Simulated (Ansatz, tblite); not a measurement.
Forces on NbF₅ at its r2SCAN-D4/def2-SVP geometry. Charge 0, multiplicity 1.

In the def2 sets Nb takes a core potential; there is no spin–orbit coupling. The xTB rows come from tblite.

GFN1-xTB (tblite), largest force 1.43 eV/Å:

```xyz
6
positions Å, forces eV/Å
Nb    0.000    0.000    0.000    0.000    0.000    0.001
F     1.063    1.477    0.438   -0.809   -1.125   -0.334
F    -1.063   -1.477   -0.438    0.810    1.125    0.334
F     0.230    0.366   -1.789   -0.151   -0.240    1.174
F    -1.412    0.744    0.917    0.926   -0.488   -0.602
F     1.182   -1.109    0.872   -0.775    0.728   -0.572
```

GFN2-xTB (tblite), largest force 1.03 eV/Å:

```
Nb 0.000 0.000 0.000
F -0.582 -0.809 -0.240
F 0.582 0.809 0.240
F -0.049 -0.077 0.380
F 0.299 -0.157 -0.195
F -0.250 0.235 -0.185
```

BLYP-D4/def2-TZVP (Ansatz), largest force 0.84 eV/Å:

```
Nb 0.000 0.000 0.001
F 0.474 0.658 0.195
F -0.474 -0.658 -0.195
F 0.104 0.166 -0.813
F -0.642 0.338 0.417
F 0.537 -0.504 0.396
```
